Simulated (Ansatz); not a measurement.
Cl₂H₃O₃Ta, SMILES `[OH][Ta]([OH])([OH])([Cl])[Cl]`. The species carries charge 0 and has multiplicity 1. Ta: def2 effective core potential. Geometry: relaxed with PBE0-D4/def2-TZVP. It is one conformer, not always the lowest.

```xyz
9

O     1.047   -1.065   -0.985
Ta   -0.214    0.052   -0.117
O     0.646    1.584   -0.711
O     0.000    0.566    1.695
Cl   -1.166   -1.980    0.749
Cl   -2.204    0.530   -1.188
H     1.026   -2.016   -0.848
H     1.110    2.368   -0.995
H    -0.245   -0.039    2.400
```

Task: What is the dipole moment at ωB97M-V/def2-TZVPP? (Estimate.)

Result: Computed: 2.69 D, with components (2.31, 1.37, 0.08) D in this frame, pointing from negative to positive charge.

Task: And with PBE, r2SCAN, B3LYP? (An estimate is asked.)

Result: The calculation gave: PBE 2.69 D, r2SCAN 2.74 D, B3LYP 2.62 D.

Task: Give the Mulliken charges with ωB97M-V, B3LYP, PBE in def2-TZVPP. (An estimate is asked.)

Result: Ansatz gave: 
```tsv
atom	ωB97M-V	B3LYP	PBE
O1	-0.34	-0.36	-0.31
Ta2	0.96	1.05	0.84
O3	-0.32	-0.34	-0.28
O4	-0.34	-0.36	-0.31
Cl5	-0.34	-0.37	-0.34
Cl6	-0.20	-0.23	-0.21
H7	0.20	0.21	0.21
H8	0.18	0.20	0.20
H9	0.20	0.21	0.21
```

B3LYP here is the variant with VWN-RPA as its local correlation; programs differ in this.
